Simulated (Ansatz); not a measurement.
ClF₉Si₃Sn (`F[Si](F)(F)[Sn]([Cl])([Si](F)(F)F)[Si](F)(F)F`), relaxed with RKS PBE0-D4/def2-TZVP in Ansatz 0.2.0 from a PBE-D4/def2-SVP geometry. The force threshold is 0.005 eV/Å; the program also tests the step.

The species carries charge 0 and has multiplicity 1. Sn takes the def2 core potential.

Start:

```xyz
14

F    -0.177   -1.982   -2.338
Si   -0.822   -2.153   -0.861
F    -0.220   -3.501   -0.198
F    -2.422   -2.333   -1.021
Sn   -0.241   -0.076    0.523
Cl   -1.228   -0.389    2.662
Si   -1.266    2.057   -0.455
F    -0.633    2.304   -1.926
F    -0.940    3.349    0.463
F    -2.872    1.932   -0.610
Si    2.282    0.157    0.895
F     2.993    0.373   -0.546
F     2.913   -1.166    1.580
F     2.633    1.428    1.832
```

(1) By how much does the energy fall, and how many steps does the optimiser take? (Estimate.)

(2) Which bonds change most? (Best estimate.)

(3) Give the relaxed structure. (Best estimate.)

## Answers

(1) The calculation gave: 7.75 kcal/mol, in 6 steps.

(2) Computed: Si11–F13 from 1.619 to 1.574 Å; Si2–F3 from 1.619 to 1.574 Å; Si7–F10 from 1.618 to 1.574 Å; Si11–F14 from 1.618 to 1.574 Å.

(3) Ansatz gave: 
```xyz
14

F    -0.227   -2.058   -2.327
Si   -0.825   -2.162   -0.871
F    -0.243   -3.460   -0.196
F    -2.386   -2.325   -0.994
Sn   -0.215   -0.068    0.468
Cl   -1.178   -0.373    2.571
Si   -1.274    2.068   -0.463
F    -0.701    2.365   -1.902
F    -0.957    3.307    0.455
F    -2.837    1.925   -0.579
Si    2.298    0.157    0.898
F     3.058    0.369   -0.468
F     2.877   -1.136    1.584
F     2.609    1.390    1.826
```
